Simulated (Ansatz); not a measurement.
NH3 (SMILES N), charge 0, multiplicity 1, relaxed at each level with Ansatz (an electronic-structure program); harmonic frequencies from differences of analytic forces, average atomic masses, frozen cores.

| level | N1–H2 (Å) | N1–H3 (Å) | N1–H4 (Å) | H2–N1–H3 (°) | H2–N1–H4 (°) | H3–N1–H4 (°) | dipole (D) |
|---|---|---|---|---|---|---|---|
| HF/def2-TZVPP | 0.9983 | 0.9983 | 0.9983 | 108.0 | 108.0 | 108.0 | 1.62 |
| PBE/def2-TZVPP | 1.0218 | 1.0218 | 1.0218 | 106.0 | 106.0 | 106.0 | 1.61 |
| r2SCAN/def2-TZVPP | 1.0135 | 1.0135 | 1.0135 | 106.3 | 106.3 | 106.3 | 1.63 |
| B3LYP/def2-TZVPP | 1.0130 | 1.0130 | 1.0130 | 107.0 | 107.0 | 107.0 | 1.60 |
| PBE0/def2-TZVPP | 1.0119 | 1.0119 | 1.0119 | 106.8 | 106.8 | 106.8 | 1.62 |
| wB97X-V/def2-TZVPP | 1.0129 | 1.0129 | 1.0129 | 107.1 | 107.1 | 107.1 | 1.63 |
| MP2/cc-pVTZ | 1.0114 | 1.0114 | 1.0114 | 105.9 | 105.9 | 105.9 | 1.62 |
| CCSD(T)/cc-pVDZ | 1.0273 | 1.0273 | 1.0273 | 103.5 | 103.5 | 103.5 | 1.74 |
| CCSD(T)/cc-pVTZ | 1.0141 | 1.0141 | 1.0141 | 105.6 | 105.6 | 105.6 | 1.62 |

Measured: equilibrium bond lengths N-H 1.011 Å [Piccardo et al., J. Phys. Chem. A 119, 2058 (2015), semi-experimental]; equilibrium angles H-N-H 106.94 ° [Piccardo et al., J. Phys. Chem. A 119, 2058 (2015), semi-experimental].
